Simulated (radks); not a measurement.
The numbers below are computed, except where a source is named.
Species: S0.5+. Configuration: [Ne] 3s2 3p(up 2, down 1.5) (fractional occupations, a model configuration).

Code: a radial shooting solver on a logarithmic mesh with Libxc functionals. Model: scalar-relativistic Kohn-Sham, SCAN, spin-polarised, spherical densities, finite nucleus; meta-GGA in the generalised Kohn-Sham scheme; Fermi nuclear charge, rms radius 3.2611 fm.

Energy parts (eV):
part                      energy
total                 -10859.112
kinetic                10901.080
electron-nucleus      -25807.381
Hartree                 4741.584
exchange-correlation    -694.395

Orbitals (lengths in bohr, moments of r in powers of bohr; <r^-3> diverges for s and p1/2):
orbital,occ.,eigenvalue (eV),<r^-3>,<r>
1s up,1,-2425.187,-,0.09690
1s down,1,-2425.083,-,0.09689
2s up,1,-222.3126,-,0.4769
2s down,1,-222.2556,-,0.4769
2p up,3,-165.0683,81.64,0.4415
2p down,3,-164.9537,81.59,0.4415
3s up,1,-23.3343,-,1.675
3s down,1,-22.6488,-,1.681
3p up,2,-12.2041,5.854,1.961
3p down,1.5,-11.5853,5.776,1.978

The highest occupied level is 3p down at -11.585 eV. The electron density at the nucleus is 2951 e/bohr^3 (large components only). The density falls to 0.001 e/bohr^3 at r = 3.87 bohr. Spin moment in Bohr magnetons: 0.5. The spin density at the nucleus is 0.05911 e/bohr^3 (1s -0.07395, 2s 0.07897, 3s 0.05410). Summed over all electrons, <r^2> = 24.61 bohr^2, which gives a Langevin (diamagnetic) susceptibility term of -19.5 x 10^-6 cm^3/mol.
